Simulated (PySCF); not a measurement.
One of the candidates below gave these computed data.

All candidates are C7H12NP.

| technique | computed result |
| --- | --- |
| Rotational structure | rotational constants A, B, C: 2.850, 0.791, 0.641 GHz [GFN2-xTB] |
| NMR, other nuclei | isotropic shieldings of nuclei other than C and H, by class: 153 (1 N), 71 (1 P) ppm [GIAO PBE0/pcSseg-1] |
| Dipole | 2.83 D [PBE0/pcSseg-1] |
| 13C NMR | chemical shifts (computed TMS as zero) by class: 144.0 (1 C), 140.9 (1 C), 115.2 (1 C), 56.2 (2 C), 30.7 (2 C) ppm [GIAO PBE0/pcSseg-1] |
| 1H NMR | chemical shifts (computed TMS as zero) by class: 7.39 (1 H), 6.69 (1 H), 5.02 (1 H), 4.89 (1 H), 3.63 (4 H), 1.88 (4 H) ppm [GIAO PBE0/pcSseg-1] |

The electronic properties come from PySCF, for the isolated species, density fitting. Levels stand in brackets. The structure is a single GFN2-xTB conformer in the gas phase; no vibrational or solvent corrections. GFN2-xTB frequencies show an imaginary mode (41i cm⁻¹), so this geometry is no minimum at that level. Each NMR value is the plain mean over a class of atoms that symmetry, rotation or inversion makes alike.

Problem. Which candidate is it?
A. `C=CCP(C)CCC#N`
B. `Cc1cc(C)p(N)c1C`
C. `Cc1cn(C(C)C)cp1`
D. `C=C/C=P\N1CCCC1`

Solution. D. It is `C=C/C=P\N1CCCC1`. Numbering: `[CH2:1]=[CH:2]/[CH:3]=[P:4]\[N:5]1[CH2:6][CH2:7][CH2:8][CH2:9]1`. 7 carbons fall into 5 classes; from least to most shielded: carbon bonded to C, P and H [C3] (144.0 ppm), alkene CH carbon [C2] (140.9 ppm), terminal =CH2 carbon [C1] (115.2 ppm), ring sp3 carbon bound to nitrogen [C6/C9] (56.2 ppm, 2 C, up to 2.2 ppm apart in this geometry), ring CH2 carbon [C7/C8] (30.7 ppm, 2 C, up to 2.0 ppm apart in this geometry). Hydrogen classes from least to most shielded: 1 H on an alkene CH carbon, C2 (7.39 ppm), 1 H on a carbon bonded to C, P and H, C3 (6.69 ppm), 1 H on a terminal =CH2 carbon, C1 (5.02 ppm), 1 H on a terminal =CH2 carbon, C1 (4.89 ppm), 4 H on 2 like atoms (sp3 carbon bound to nitrogen), C6/C9 (3.63 ppm), 4 H on 2 ring CH2 carbons, C7/C8 (1.88 ppm). The other shieldings belong to: 153 ppm, nitrogen bonded to 2 C and P [N5]; 71 ppm, phosphorus bonded to C and N [P4]. The optimised geometry has point group C1 and is an asymmetric top.

The others, at the same levels:
- `C=CCP(C)CCC#N` fails: it has 7 carbon classes against 5; its computed 13C shifts are 142.6 (1 C), 124.4 (1 C), 124.0 (1 C), 45.0 (1 C), 33.8 (1 C), 16.3 (1 C), 14.5 (1 C) ppm, 1H shifts are 6.13 (1 H), 5.42 (1 H), 5.41 (1 H), 2.33 (2 H), 2.09 (2 H), 1.64 (2 H), 1.07 (3 H) ppm and rotational constant A is 1.759 GHz (against 2.850 GHz).
- `Cc1cc(C)p(N)c1C` fails: it has 7 carbon classes against 5; its computed 13C shifts are 162.3 (1 C), 149.8 (1 C), 146.3 (1 C), 142.9 (1 C), 18.8 (1 C), 17.4 (1 C), 13.9 (1 C) ppm, 1H shifts are 6.39 (1 H), 2.18 (3 H), 2.18 (3 H), 2.01 (3 H), 1.05 (2 H) ppm and rotational constant A is 1.857 GHz (against 2.850 GHz).
- `Cc1cn(C(C)C)cp1` fails: it has 6 carbon classes against 5; its computed 13C shifts are 159.3 (1 C), 154.0 (1 C), 126.6 (1 C), 58.0 (1 C), 26.3 (2 C), 18.7 (1 C) ppm, 1H shifts are 7.85 (1 H), 7.22 (1 H), 4.05 (1 H), 2.63 (3 H), 1.46 (6 H) ppm and rotational constant A is 2.542 GHz (against 2.850 GHz).

Each candidate is one conformer, not necessarily the lowest. The conformers computed, where there is a choice (atom-mapped SMILES and torsion angles):
- `[CH2:1]=[CH:2][CH2:3][P:4]([CH3:5])[CH2:6][CH2:7][C:8]#[N:9]`: C1–C2–C3–P4 -112°, C2–C3–P4–C5 174°, C3–P4–C6–C7 -179°, P4–C6–C7–C8 -179°
- `[CH3:1][c:2]1[cH:3][c:4]([CH3:5])[p:6]([NH2:7])[c:8]1[CH3:9]`: H–N7–P6–C4 96°, H–N7–P6–C4 -31°
- `[CH3:1][c:2]1[cH:3][n:4]([CH:5]([CH3:6])[CH3:7])[cH:8][p:9]1`: C3–N4–C5–C6 -62°

The conformers of `C=C/C=P\N1CCCC1` aren't listed.
